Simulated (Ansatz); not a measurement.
`B/C=C/[SiH3]` + H₂ → `C=C[SiH3]` + BH₃ at 298.15 K and 1 bar (hydrogenolysis of a C–B bond).

Program: Ansatz. Geometries: PBE0-D4/def2-TZVP. ΔE: electronic, gas phase. CCSD(T)/CBS adds triple-zeta CCSD(T) − MP2 to the extrapolated MP2 energy (def2 sets, frozen cores). This one scheme is used for every species.

```tsv
species	CCSD(T)/CBS energy (Eh)	H − E (kJ/mol)	S (J/(mol·K))
`B/C=C/[SiH3]`	-394.14024	223.8	323.7
H₂	-1.17544	35.1	130.4
`C=C[SiH3]`	-368.76077	190.7	286.4
BH₃	-26.55200	78.7	188.3
```

H − E and S are ideal-gas, rigid-rotor, harmonic terms from PBE0-D4/def2-TZVP. The MP2-based limit puts H₂ 0.8 mEh under its directly extrapolated value; such offsets cancel only in part. 1 Eh = 2625.50 kJ/mol, R = 8.31446 J/(mol·K).

Problem. By hand: ΔE, ΔH, ΔS and ΔG.

Solution. ΔE = (-368.76077) + (-26.55200) − (-394.14024) − (-1.17544) = 0.00291 Eh = 7.6 kJ/mol. Δ(H − E) = 190.7 + 78.7 − 223.8 − 35.1 = 10.5, so ΔH = 18.1 kJ/mol. ΔS = 286.4 + 188.3 − 323.7 − 130.4 = 20.6 J/(mol·K). ΔG = 18.1 − 298.15 × (20.6)/1000 = 12.0 kJ/mol.

Problem. By hand: the equilibrium constant, and the temperature at which ΔG would vanish if ΔH and ΔS stayed fixed.

Solution. log₁₀ K = −ΔG/(RT ln 10) = -2.1. ΔG = 0 at ΔH/ΔS = 879 K.

TΔS isn't small against ΔH here. A doubt of 5 kJ/mol in ΔE shifts log₁₀ K by 0.9 here. These are equilibria of isolated gas molecules and say nothing of rates. Largest T1 diagnostic: 0.012 (customary marks: 0.02 for closed shells, 0.045 for open ones).
